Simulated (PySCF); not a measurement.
The free ion Cr2+ in its d4 configuration.

Method (PySCF 2.14, density fitting): CASSCF(4,5) with orbitals averaged over all microstates of the shell, strongly contracted NEVPT2 on the averaged canonical orbitals; basis x2c-TZVPall; spin-free X2C; gas phase; spin-orbit coupling by state interaction with the mean-field operator over all roots.

Q: What is the ground state?

A: 5D (S = 2, orbital degeneracy 5), by NEVPT2.

Q: Which is the lowest state of another spin?

A: 3H at 18644 cm⁻¹ by NEVPT2; CASSCF alone puts it at 19540 cm⁻¹ above the same ground state.

Q: What magnetic behaviour follows?

A: The lowest spin-orbit level is 1-fold with J = 0; the next lies at 63.4 cm⁻¹. μeff is 4.21 μB at 300 K and 1.15 μB at 10 K; the free-ion value g_J√(J(J+1)) for the Hund's-rule level J = 0 is 0.00 μB.

The job took 4.6 s on one thread of Arm Neoverse V2 (shared host), with 48 basis functions, launched as `OMP_NUM_THREADS=1 python lf_run.py task.json out`.
